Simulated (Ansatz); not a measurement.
Cost and result for the atomization energy of `[SiH3]OB(O[SiH3])O[SiH3]` (16 atoms, 15 bonds).

Cartesian coordinates in Å:
```
Si -1.554 1.229 -1.875
O -0.301 1.056 -0.808
B 0.001 0.000 0.000
O -0.788 -1.112 -0.009
Si -0.636 -2.508 0.868
O 1.092 0.055 0.816
Si 2.190 1.279 1.008
H -1.486 0.185 -2.928
H -1.400 2.570 -2.485
H -2.854 1.142 -1.166
H -0.700 -2.217 2.321
H 0.646 -3.183 0.547
H -1.773 -3.372 0.475
H 2.884 1.558 -0.274
H 3.165 0.808 2.019
H 1.514 2.509 1.491
```

Total charge 0; spin multiplicity 1. The geometry is a stationary point of PBE0-D4/def2-TZVP. It is one conformer, not always the lowest. Program: Ansatz. All runs use 2 threads of an AMD EPYC 7R13 on a shared host and a share of an NVIDIA H100 80 GB. Times are those of one run each, without the atoms' runs, and a repeat can differ threefold. Electronic energies, without spin–orbit coupling; frozen cores. CCSD(T)/CBS adds CCSD(T) − MP2 in def2-TZVPP to the MP2 limit, and its time is that of the two runs behind it. T1 = 0.012. B3LYP takes the VWN-RPA correlation (the form of Gaussian; ORCA's B3LYP/G).

CCSD(T)/CBS is a level of theory with its own doubt, some kJ/mol a heavy atom from the limit and from the frozen cores, so smaller differences don't rank the functionals.

```tsv
level	functions	wall time	atomization (kJ/mol)	difference from CCSD(T)/CBS	per bond
CCSD(T)/def2-SVP	155	3 s	5601.7	-386.4	-25.8
CAM-B3LYP-D4/def2-TZVPP	376	3.2 s	6016.4	28.3	1.9
BLYP-D4/def2-TZVPP	376	3.6 s	5929.6	-58.5	-3.9
revPBE-D4/def2-TZVPP	376	3.6 s	5820.0	-168.1	-11.2
PBE0-D4/def2-TZVPP	376	3.9 s	5885.0	-103.1	-6.9
B3LYP-D4/def2-TZVPP (with forces)	376	4.2 s	5963.7	-24.4	-1.6
PBE-D4/def2-TZVPP (with forces)	376	4.2 s	5947.7	-40.4	-2.7
B97M-V/def2-TZVPP	376	5.5 s	5990.2	2.1	0.1
B2PLYP/def2-TZVPP	376	6 s	5909.4	-78.7	-5.2
MP2/def2-QZVPP	708	7 s	6017.6	29.5	2.0
ωB97X-V/def2-TZVPP	376	7.5 s	6002.3	14.2	0.9
CCSD(T)/def2-TZVPP	376	12 s	5830.9	-157.2	-10.5
CCSD(T)/CBS(def2)	–	19 s	5988.1	0.0	0.0
```

From BLYP to BHLYP (50 % exact exchange), in def2-TZVPP and without D4, the atomization energy moves by −41.0 kJ/mol: exact exchange takes away binding that semilocal exchange gives to molecules. In def2-TZVPP, CCSD(T) changes the Hartree–Fock value by +1287.5 kJ/mol (the triples alone add +65.9 kJ/mol) and MP2 by +1378.7 kJ/mol; breaking electron pairs costs correlation energy, which Hartree–Fock lacks. At CCSD(T), def2-SVP lies −386.4 kJ/mol from the extrapolated value and def2-TZVPP −157.2 kJ/mol: correlation converges slowly with the basis, and small sets miss more of it in the bonded molecule than in its fragments.
